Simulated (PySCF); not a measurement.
# Highest orbital energy against ionisation energy along the second row

Calculated with PySCF 2.14, no spin-orbit coupling. Each cell gives −ε(HOMO) / ΔSCF in eV; NIST values include spin-orbit coupling, (s) semi-empirical, (t) theoretical.

```
                              species              UHF              LDA              PBE             PBE0           r2SCAN  NIST (lowest levels)
 B²⁺ (aug-cc-pCVQZ-DK, spin-free X2C)  37.833 / 37.829  32.367 / 37.908  32.663 / 38.300  34.062 / 38.241  32.914 / 37.864                37.931
 C²⁺ (aug-cc-pCVQZ-DK, spin-free X2C)  46.117 / 45.798  40.173 / 46.967  40.376 / 47.124  42.054 / 47.059  40.682 / 46.636                47.888
 N²⁺ (aug-cc-pCVQZ-DK, spin-free X2C)  48.031 / 47.292  38.577 / 47.863  38.826 / 48.018  41.254 / 48.001  39.777 / 48.218            47.445 (s)
 O²⁺ (aug-cc-pCVQZ-DK, spin-free X2C)  55.788 / 54.602  44.983 / 55.416  45.055 / 55.264  47.890 / 55.298  46.119 / 55.593            54.936 (s)
 F²⁺ (aug-cc-pCVQZ-DK, spin-free X2C)  63.877 / 62.246  51.602 / 63.178  51.556 / 62.844  54.810 / 62.922  52.804 / 63.165            62.708 (s)
Ne²⁺ (aug-cc-pCVQZ-DK, spin-free X2C)  64.123 / 61.823  52.150 / 63.639  52.546 / 63.878  55.747 / 63.728  53.405 / 63.616                63.423
```

Q: How far is −ε(HOMO) from ΔSCF on average for each method, and why?

A: UHF 1.03 eV; LDA -9.19 eV; PBE -9.07 eV; PBE0 -6.57 eV; r2SCAN -8.23 eV. Hartree-Fock orbital energies lack relaxation and so exceed the ΔSCF value; semilocal functionals have convex E(N) from self-interaction, so their HOMO lies far too high; exact exchange moves hybrids part of the way back.
